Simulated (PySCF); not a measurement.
## KLi⁺: one state, many levels of theory

State: ²Σ⁺ (doublet), unpaired electrons σ ↑. Set-up: PySCF, no relativity, basis sets K aug-pcseg-1, Li aug-pcseg-1. De refers to K⁺ + Li in their ground configurations, without counterpoise correction. The functionals are run spin-unrestricted. A positive dipole points towards Li; it is taken about the centre of mass and depends on that origin.

| Level | Re (Å) | ωe (cm⁻¹) | De (eV) | μ (D) |
| --- | --- | --- | --- | --- |
| UHF | 4.026 | 140 | 0.463 | 2.89 |
| UHF-MP2 | 3.946 | 147 | 0.52 | n/a |
| UHF-SCS-MP2 | 3.956 | 146 | 0.51 | n/a |
| UHF-CCSD | 3.944 | 147 | 0.52 | n/a |
| UHF-CCSD(T) | 3.942 | 147 | 0.52 | n/a |
| PBE | 3.876 | 139 | 0.58 | 3.63 |
| BLYP | 3.881 | 134 | 0.56 | 3.59 |
| r²SCAN | 3.859 | 147 | 0.57 | 3.36 |
| PBE0 | 3.877 | 144 | 0.56 | 3.44 |
| r²SCAN0 | 3.847 | 150 | 0.57 | 3.33 |
| B97-3 | 3.961 | 139 | 0.481 | 3.38 |
| ωB97X | 3.985 | 142 | 0.492 | 3.38 |

Question: Which functional lies closest to UHF-CCSD(T) in De, which farthest, and by how much do they differ from it?

Answer: Closest is ωB97X (+4.3 pm in Re, -3.4 % in ωe, -0.03 eV in De against UHF-CCSD(T) in the same basis), farthest PBE (-6.6 pm in Re, -5.4 % in ωe, +0.06 eV in De). CCSD(T) converges more slowly with the basis than the functionals do and binds too weakly in this one, so the order can change at the basis-set limit.

Question: What does the step from GGA to meta-GGA do here, going from PBE to r²SCAN?

Answer: r²SCAN less PBE: -1.7 pm in Re, +5.8 % in ωe, -0.01 eV in De. 

Question: What does a quarter of exact exchange do here, going from r²SCAN to r²SCAN0?

Answer: r²SCAN0 less r²SCAN: -1.2 pm in Re, +2.0 % in ωe, +0.00 eV in De. Exact exchange removes part of the self-interaction that spreads semilocal densities, and in most molecules shortens and stiffens the bond and lowers De; so it does here.

Correlated steps freeze 5 core orbitals. Correlated levels converge slowly with the basis: in double zeta they bind strong bonds too weakly, by up to about 1 eV, and carry superposition errors of some tenths. For an ion De counts to the pair picked by the measured ionisation energies or electron affinities, which need not be the lowest pair at this level. The state is the lowest determinant that a PBE0 search found; another state may lie lower at other levels.

The whole job (state search and all levels along the bond) took about 1.3 min on 1 thread of Arm Neoverse V2 (shared host), peak memory 0.51 GiB.
